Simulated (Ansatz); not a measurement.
Gas-phase electronic energies from Ansatz, PBE0-D4/def2-TZVP geometries. CBS: MP2 limit from def2 TZ/QZ plus the TZ coupled-cluster correction, frozen cores. This one scheme is used for every species. DFT in def2-TZVPP. HSE06 is defined as in plane-wave codes. Each species was taken in one conformer, which may not be the lowest.

`F[SiH](F)O[SiH2]Cl` + `N=C=O` → `O=C=N[SiH2]Cl` + `O[SiH](F)F`  (ligand exchange at the Si–O bond)

(1) Is it downhill or uphill in electronic energy at CCSD(T)/CBS, and by how much? (Best estimate.)

(2) What do these levels give: r2SCAN0-D4, r2SCAN, HSE06, BHLYP, CCSD/def2-SVP, CCSD(T)/def2-SVP? (Estimate.)

Largest T1 diagnostic among the species: 0.018.

## Answers

(1) Ansatz gave: Uphill: ΔE = +5.4 kcal/mol.

(2) Computed: r2SCAN0-D4 5.1, r2SCAN 5.2, HSE06 3.8, BHLYP 4.9, CCSD/def2-SVP 3.8, CCSD(T)/def2-SVP 3.9 kcal/mol.

The D4 term adds +0.9 kcal/mol with B3LYP and +0.5 kcal/mol with PBE0; it sums over pairs of atoms, weighted by their polarisabilities, and B3LYP, whose exchange is more repulsive, gets the larger term. At CCSD(T), def2-SVP lies −1.5 kcal/mol from the extrapolated value and def2-TZVPP −0.1 kcal/mol.

B3LYP here is the variant with VWN-RPA as its local correlation; programs differ in this.
